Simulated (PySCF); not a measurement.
C3H10Si, charge -1, doublet, at the geometry of the source list (a state made from the parent by changing its charge; the spin is typed, not shown lowest) (in this run its highest filled SCF level lies above zero, so its values depend strongly on the basis, on diffuse functions most of all), with bond 5-1 at 1.3 times its length. Base run: PBE/3-21G (PySCF).

Geometry (Å):
```xyz
14

Si     0.0609     0.2249     0.4656
C     -0.9320     1.3842    -0.6716
C      1.7696    -0.1108    -0.3030
C     -0.8769    -1.4182     0.6749
H      0.2854     1.0534     2.1807
H     -1.0803     0.9481    -1.6558
H     -1.9132     1.5971    -0.2581
H     -0.4227     2.3334    -0.8088
H      2.3623    -0.7689     0.3253
H      1.6836    -0.5813    -1.2787
H      2.3313     0.8094    -0.4331
H     -1.0238    -1.9188    -0.2783
H     -1.8570    -1.2597     1.1146
H     -0.3355    -2.1017     1.3222
```
Charge -1, spin multiplicity 2.
Orbitals are unrestricted.
All else is at PySCF's defaults.
Base energy -407.17679 Eh.

Each row names what was changed in the base input (with any setting that the change needs).

```json
[
 {"change": "base", "ΔE vs base (mEh)": "0.000", "SCF cycles": "13", "<S^2>": "0.752", "outcome": "converged"},
 {"change": "DIIS = EDIIS", "ΔE vs base (mEh)": "-", "SCF cycles": "50", "<S^2>": "-", "outcome": "not converged"},
 {"change": "conv_tol_grad = 1e-3", "ΔE vs base (mEh)": "0.000", "SCF cycles": "13", "<S^2>": "0.752", "outcome": "converged"},
 {"change": "init_guess = vsap", "ΔE vs base (mEh)": "0.000", "SCF cycles": "15", "<S^2>": "0.752", "outcome": "converged"},
 {"change": "init_guess = mod_huckel", "ΔE vs base (mEh)": "0.000", "SCF cycles": "14", "<S^2>": "0.752", "outcome": "converged"},
 {"change": "conv_tol = 1e-7", "ΔE vs base (mEh)": "0.000", "SCF cycles": "11", "<S^2>": "0.752", "outcome": "converged"},
 {"change": "level_shift = 0.5 (with mf.max_cycle = 100)", "ΔE vs base (mEh)": "-", "SCF cycles": "100", "<S^2>": "-", "outcome": "not converged"},
 {"change": "init_guess = 1e", "ΔE vs base (mEh)": "0.000", "SCF cycles": "16", "<S^2>": "0.752", "outcome": "converged"},
 {"change": "level_shift = 0.3 (with mf.max_cycle = 100)", "ΔE vs base (mEh)": "-", "SCF cycles": "100", "<S^2>": "-", "outcome": "not converged"},
 {"change": "diis = off; damp = 0.6 (with mf.diis_start_cycle = 200; with mf.max_cycle = 150)", "ΔE vs base (mEh)": "0.000", "SCF cycles": "23", "<S^2>": "0.752", "outcome": "converged"},
 {"change": "solver = newton; init_guess = 1e", "ΔE vs base (mEh)": "0.000", "SCF cycles": "-", "<S^2>": "0.752", "outcome": "converged"},
 {"change": "solver = newton", "ΔE vs base (mEh)": "0.000", "SCF cycles": "-", "<S^2>": "0.752", "outcome": "converged"},
 {"change": "conv_tol = 1e-11", "ΔE vs base (mEh)": "0.000", "SCF cycles": "14", "<S^2>": "0.752", "outcome": "converged"}
]
```

Open shells are given as the SCF converged; they aren't shown to be the lowest states, and a large step between rows can be another state.
